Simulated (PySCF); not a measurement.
# Correlation energy of Al (aluminium, neutral)

[Ne] 3s2 3p1, 2P determinant. Computed with PySCF 2.14 in def2-SVP, with the non-relativistic Hamiltonian (point nucleus). Frozen: [Ne]; 3 electrons correlated.

MP2 pair energies summed by pair of shells (mhartree):

| pair | energy | share (%) |
| --- | --- | --- |
| 3s-3s | -18.32 | 63.1 |
| 3s-3p | -10.72 | 36.9 |

Total MP2 correlation energy: -29.04 mhartree.

Same-spin part -1.72 and opposite-spin part -27.32 mhartree; SCS-MP2 scales them by 1/3 and 6/5 to -33.36 mhartree.

| level | correlation energy (mhartree) |
| --- | --- |
| CCSD | -43.55 |
| (T) | -0.58 |
| CCSD(T) | -44.13 |

Diagnostics: T1 = 0.013, D1 = 0.0265, largest double amplitude 0.117.

Cost of the coupled-cluster step: 0.14 s of wall time on 1 thread of Neoverse-N1 (shared host), for 3 correlated electrons.
